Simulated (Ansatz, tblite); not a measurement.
Forces on the cluster Si3Te at its PBE-D4/def2-SVP geometry. Total charge 0; singlet.

In the def2 sets Te takes a core potential; there is no spin–orbit coupling. The xTB rows come from tblite. The structure comes from a short search, and lower isomers may exist.

GFN1-xTB (tblite), largest force 0.42 eV/Å:

```xyz
4
positions Å, forces eV/Å
Si    0.905   -0.125   -1.789    0.158   -0.021   -0.312
Si   -0.483   -1.089   -0.249   -0.257   -0.231    0.232
Si    0.548    1.080    0.121   -0.020    0.268    0.317
Te   -0.970    0.133    1.918    0.120   -0.016   -0.238
```

GFN2-xTB (tblite), largest force 0.57 eV/Å:

```
Si -0.180 0.025 0.356
Si -0.060 -0.448 -0.356
Si 0.346 0.408 -0.210
Te -0.106 0.015 0.209
```

PBE-D4/def2-TZVP (Ansatz), largest force 0.21 eV/Å:

```
Si -0.075 0.011 0.149
Si 0.082 0.190 0.048
Si -0.098 -0.189 -0.017
Te 0.091 -0.012 -0.180
```
